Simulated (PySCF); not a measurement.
Computed IR spectrum (relative IR intensity) of a molecule C₄H₉NSi. Coordinates come from a B3LYP-D3(BJ)/def2-SVP optimisation. The values are those of a single conformer. These are B3LYP-D3(BJ)/def2-SVP run with PySCF 2.14.0 values and carry that method's errors. Frequencies are harmonic and unscaled.

Lines under 2 % of the strongest are left out, and lines within 2 cm⁻¹ are merged.

| ν (cm⁻¹) | relative intensity |
|---|---|
| 169 | 5.0 |
| 276 | 2.5 |
| 352 | 90 |
| 482 | 4.2 |
| 489 | 7.5 |
| 645 | 3.1 |
| 689 | 14 |
| 693 | 15 |
| 731 | 13 |
| 774 | 5.6 |
| 845 | 12 |
| 892 | 78 |
| 905 | 15 |
| 932 | 44 |
| 937 | 7.2 |
| 963 | 28 |
| 1028 | 4.7 |
| 1190 | 8.6 |
| 1342 | 6.8 |
| 1545 | 15 |
| 2206 | 100 |
| 2227 | 2.9 |
| 3015 | 3.8 |
| 3032 | 5.9 |
| 3082 | 5.7 |
| 3473 | 28 |
| 3570 | 10 |
| 3661 | 9.4 |

### Question
Identify the compound among the candidates.
(A) C#CCC[SiH2]N
(B) C/N=C1\CC[SiH2]1
(C) CC=C=C(N)[SiH3]
(D) [SiH3]C1=CCNC1

### Answer
A, C#CCC[SiH2]N
